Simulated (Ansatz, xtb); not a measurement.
**HOSn+: which of two structures lies lower**

Structure X: `[O]=[SnH+]`, a singlet. Structure Y: a triplet given by its coordinates. Both are isolated ions in the gas phase, relaxed with PBE0-D3(BJ)/def2-SVP.

X (Å):

```yaml
atoms:
  - { symbol: O, position_ang: [0.0000, 0.0000, -1.7552] }
  - { symbol: Sn, position_ang: [0.0000, 0.0000, 0.0376] }
  - { symbol: H, position_ang: [0.0000, 0.0000, 1.7176] }
```

Y (Å):

```yaml
atoms:
  - { symbol: O, position_ang: [-1.9733, 0.1681, -0.3202] }
  - { symbol: Sn, position_ang: [-1.9125, -0.4094, -2.7193] }
  - { symbol: H, position_ang: [-2.5180, -0.1283, 0.4455] }
```

Close contacts (Å): O1–Sn2 2.47, O1–H3 0.99.

Question: Estimate which is lower in electronic energy at CCSD(T)/def2-TZVPP, and by roughly how much.

Answer: Too close to call at this level: CCSD(T)/def2-TZVPP gives E(Y) − E(X) = 0.00 kcal/mol.

Level by level:

```
               level              geometry  E(Y) − E(X) (kcal/mol)  departure from the last row (kcal/mol)  job, with rough time for the two
           HF/STO-3G              GFN2-xTB                    −50.86                                  −50.86                single point, 22 s
  r2SCAN-D4/def2-SVP              GFN2-xTB                    −15.29                                  −15.29               single point, 5.8 s
PBE0-D3(BJ)/def2-SVP  PBE0-D3(BJ)/def2-SVP                    −18.26                                  −18.26             optimisation, 3.5 min
       HF/def2-TZVPP  PBE0-D3(BJ)/def2-SVP                    −59.35                                  −59.35           part of the CCSD(T) run
      MP2/def2-TZVPP  PBE0-D3(BJ)/def2-SVP                     +7.58                                   +7.58           part of the CCSD(T) run
  CCSD(T)/def2-TZVPP  PBE0-D3(BJ)/def2-SVP                      0.00                                                        single point, 95 s
```

The largest departure from CCSD(T)/def2-TZVPP is that of HF/def2-TZVPP, 59.35 kcal/mol. No reliable frequencies are at hand for Y, so it isn't confirmed as a minimum. At CCSD(T)/def2-TZVPP a singlet with the links of Y lies below this triplet.

The T1 diagnostic of structure X is large, so the coupled-cluster value is less sure. Open shells are spin-unrestricted. The correlated steps freeze 5 core orbitals; the filled d shell of Sn is correlated, in a basis made for valence electrons. Atoms past krypton carry core potentials in the def2 sets, other sets are all-electron and non-relativistic, and no spin–orbit term is included. Codes used: Ansatz 0.2.0, xtb 6.7.1; the last row on 1 thread of AMD EPYC (Zen 3) on a shared host.
